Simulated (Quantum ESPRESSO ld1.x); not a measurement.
The neon ion Ne+, 9 electrons, occupied as [He] 2s2 2p5.

All-electron calculation, Dirac Kohn-Sham, PW91, spin-unpolarised, spherical densities, point nucleus; open shells fill j = l - 1/2 first. Program: ld1.x of Quantum ESPRESSO 7.5.

Energy parts (eV):
total: -3490.3
kinetic: 3490.8
electron-nucleus: -8259.3
Hartree: 1602.1
exchange-correlation: -323.9

Orbitals (lengths in bohr, moments of r in powers of bohr; <r^-3> diverges for s and p1/2; r(90%) holds 90 % of the orbital's charge):
orbital  occ.  eigenvalue (eV)  <r^-3>     <r^4>  r(90%)
1s1/2       2         -853.896       -  0.002954   0.283
2s1/2       2          -55.708       -     1.581    1.38
2p1/2       2          -32.472       -     2.478    1.52
2p3/2       3          -32.353   12.85     2.501    1.52

The highest occupied level is 2p3/2 at -32.353 eV. For comparison, the ionisation energy in NIST's Atomic Spectra Database is 40.963 eV (measured). In exact Kohn-Sham theory the highest level is minus the ionisation energy, but local and semilocal functionals leave it too shallow, through self-interaction and a potential that decays too fast; potentials with the right tail come closer. Summed over all electrons, <r^2> = 6.919 bohr^2, which gives a Langevin (diamagnetic) susceptibility term of -5.48 x 10^-6 cm^3/mol. The density falls to 0.001 e/bohr^3 at r = 2.64 bohr.

Beside tabulated values, note that spin-unpolarised runs miss the spin-polarisation part of the exchange energy of open shells.
